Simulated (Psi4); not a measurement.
C3H6Cl (SMILES CC[CH-]Cl), charge -1, singlet, at a GFN2-xTB geometry (a gas-phase anion, which may not be bound at this level). Base run: Psi4 with BLYP/6-31G**.

Here is a job for Psi4.
```
memory 2 GB

molecule mol {
-1 1
C     0.878742   -0.577462    0.011782
C     2.361287   -0.210903    0.018924
C     0.052607    0.709878    0.084698
H     0.663317   -1.194155    0.896615
H     0.684162   -1.220681   -0.873795
H     2.995668   -1.101675    0.039681
Cl   -1.731620    0.119089    0.008980
H     2.611738    0.368780   -0.870239
H     2.586503    0.400820    0.891583
H     0.140340    1.193323   -0.928931
}

set {
  basis 6-31g**
  reference rks
}

energy('blyp')
print_variables()
```

Variants of this job, named by their change:

| change | ΔE vs base (mEh) | SCF cycles | grid points | basis functions |
|---|---|---|---|---|
| base | 0.000 | 10 | 212571 | 94 |
| guess = gwh | 0.000 | 14 | 212571 | 94 |
| scf_type = pk | 0.113 | 10 | 212571 | 94 |
| basis_guess = sto-3g | 0.000 | 9 | 212571 | 94 |
| basis_guess = true | 0.000 | 8 | 212571 | 94 |
| d_convergence = 1e-10 | 0.000 | 16 | 212571 | 94 |
| scf_type = dfdirj+link | 0.001 | 10 | 212571 | 94 |
| df_basis_scf = def2-universal-jkfit | 0.055 | 10 | 212571 | 94 |
| scf_type = dfdirj+cosx | 0.001 | 11 | 212571 | 94 |
| dft_basis_tolerance = 1e-8 | 0.000 | 10 | 210752 | 94 |
| diis_max_vecs = 3 | 0.000 | 20 | 212571 | 94 |
| scf_type = direct | 0.113 | 14 | 212571 | 94 |
| dft_pruning_scheme = treutler | 0.000 | 10 | 116195 | 94 |

A gas-phase anion may not be bound at this level; its values then depend on the basis.
